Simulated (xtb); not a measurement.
trichloroethylene (C2HCl3), singlet, geometry from GFN2-xTB, atoms displaced at random by about 0.1 Å a coordinate. Base run: GFN1-xTB in xtb 6.7.1.

Input for xtb:
```
$ xtb mol.xyz --gfn 1 --opt --json

# file mol.xyz
6

Cl     2.24421392     0.60771011     0.06248510
C      0.92363038    -0.61608662     0.00000581
C     -0.26794880    -0.37679892     0.05143613
Cl    -0.89956844     1.42878891    -0.16506208
Cl    -1.46836855    -1.37314850    -0.21294539
H      1.33809969    -1.54681223     0.03204717
```

Variants of this job, named by their change:

```json
[
 {"change": "base", "ΔE vs base (kJ/mol)": "0.00", "optimiser steps": "9"},
 {"change": "opt level = lax", "ΔE vs base (kJ/mol)": "0.01", "optimiser steps": "8"},
 {"change": "opt level = vtight", "ΔE vs base (kJ/mol)": "0.00", "optimiser steps": "11"},
 {"change": "opt level = extreme", "ΔE vs base (kJ/mol)": "0.00", "optimiser steps": "11"},
 {"change": "alpb = ether", "ΔE vs base (kJ/mol)": "-21.19", "optimiser steps": "9"},
 {"change": "opt level = crude", "ΔE vs base (kJ/mol)": "0.13", "optimiser steps": "6"},
 {"change": "engine = inertial", "ΔE vs base (kJ/mol)": "0.03", "optimiser steps": "-"},
 {"change": "opt level = loose", "ΔE vs base (kJ/mol)": "0.04", "optimiser steps": "7"},
 {"change": "opt level = sloppy", "ΔE vs base (kJ/mol)": "0.04", "optimiser steps": "7"},
 {"change": "alpb = dmso", "ΔE vs base (kJ/mol)": "-21.64", "optimiser steps": "9"}
]
```
